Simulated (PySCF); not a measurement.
# Hg+: interval between two levels

Hg+ [Xe] 4f14 5d10 6s1 [2S1/2, M_J = 1/2] → Hg+ [Xe] 4f14 5d9 6s1 6p1 [4F9/2, M_J = 9/2], as a difference of total energies. Calculation: PySCF 2.14, in x2c-SVPall-2c with one added diffuse shell each of s, p, d type (8s11p10d2f, 105 functions); the two-component X2C-1e Hamiltonian. Correlated levels: [Kr] 4d10 4f14 frozen; the 22 highest virtual spinors dropped. "Screened" scales the spin-orbit matrix elements by Boettger's factors to mimic the two-electron term; Breit and QED terms are absent.

| method | interval between two levels (cm⁻¹) |
| --- | --- |
| GHF (screened spin-orbit) | 84216 |
| GMP2 (screened spin-orbit) | 92488 |

The labels give the starting determinants; with spin-orbit coupling the two ends relaxed to ⟨J²⟩ = 0.75, ⟨L²⟩ = 0.15, ⟨S²⟩ = 0.90 and ⟨J²⟩ = 24.77, ⟨L²⟩ = 12.16, ⟨S²⟩ = 3.90.
